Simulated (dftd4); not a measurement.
C₃H₃ (SMILES [C-]#CC), charge -1, singlet, geometry from GFN2-xTB; D4 for pbe (dftd4).

Here is a job for dftd4.
```
$ dftd4 mol.xyz --func pbe --charge -1 --json dftd4.json --noedisp --grad

# file mol.xyz
6

C      0.00179213    -0.00082963     0.34805219
C      0.00811735    -0.00375776     1.57647903
C     -0.00588691     0.00272522    -1.14330257
H      0.03963094     1.02847941    -1.56026013
H      0.85557099    -0.54993143    -1.56822380
H     -0.91933737    -0.46737496    -1.55888795
```

Question: What does dftd4 print? Leave out banner, timings and long lists.

Answer: 
```
                    ____  _____ _____     ____  _  _
      -------------|  _ \|  ___|_   _|---|  _ \| || |------------
     |             | | | | |_    | | ___ | | | | || |_           |
     |             | |_| |  _|   | ||___|| |_| |__   _|          |
     |             |____/|_|     |_|     |____/   |_|            |
     |             ===================================           |
     |            E. Caldeweyher, S. Ehlert & S. Grimme          |
     |          Mulliken Center for Theoretical Chemistry        |
     |                    University of Bonn                     |
      -----------------------------------------------------------

Rational (Becke-Johnson) damping: pbe-D4-ATM
---------------------
  s6         1.0000
  s8         0.9595
  s9         1.0000
  a1         0.3857
  a2         4.8069
 alp        16.0000
--------------------

Dispersion energy:      -3.5474136044570E-03 Eh

Gradient norm:           3.9673560555642E-04 Eh/a0
--------------------------------------------------
     #    Z           dE/dx      dE/dy      dE/dz
--------------------------------------------------
     1    6 C     1.447E-07 -6.700E-08  2.811E-05
     2    6 C     1.566E-06 -7.249E-07  3.041E-04
     3    6 C    -1.256E-06  5.815E-07 -2.440E-04
     4    1 H    -1.352E-06 -2.572E-05 -2.947E-05
     5    1 H    -2.189E-05  1.401E-05 -2.927E-05
     6    1 H     2.279E-05  1.193E-05 -2.950E-05
--------------------------------------------------

Virial:
--------------------------------------------------
      component           x          y          z
--------------------------------------------------
          x      -7.504E-05 -2.194E-08  9.202E-06
          y      -2.194E-08 -7.508E-05 -4.260E-06
          z       9.202E-06 -4.260E-06  1.712E-03
--------------------------------------------------

[Info] Dispersion results written to 'dftd4.txt'
[Info] JSON dump of results written to 'dftd4.json'
```
